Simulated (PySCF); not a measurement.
Si(I)(Me)2(OH) (C₂H₇IOSi), SMILES C[Si](C)(O)I.

Coordinates come from a PBE0-D3(BJ)/def2-SVP optimisation. A frequency run showed that this geometry is not a minimum. The def2 effective core potentials stand for the cores of I; spin–orbit coupling is left out. Other conformers were not sampled.

Two levels are set side by side: PBE/def2-TZVP (PySCF) and ωB97X/def2-TZVP (PySCF). Same geometry, gas phase. Differences are taken from unrounded values.

| quantity | ωB97X | PBE | PBE minus ωB97X |
|---|---|---|---|
| orbital gap (eV) | 11.84 | 5.53 | -6.31 |
| highest occupied level (eV) | -9.55 | -6.20 | 3.35 |
| lowest empty level (eV) | 2.28 | -0.67 | -2.96 |
| dipole moment (D) | 3.50 | 3.32 | -0.18 |
| mean polarisability (bohr³) | 82.6 | 87.0 | 4.3 |

Without exact exchange PBE keeps part of each electron's self-repulsion, which lifts occupied levels and narrows the gap. Loosely held outer electrons make PBE densities more polarisable. Differences between two approximate levels are no errors against the true value.

Rough cost on one machine, each run with all the roots and properties that it gave: ωB97X against PBE within a factor of 2.
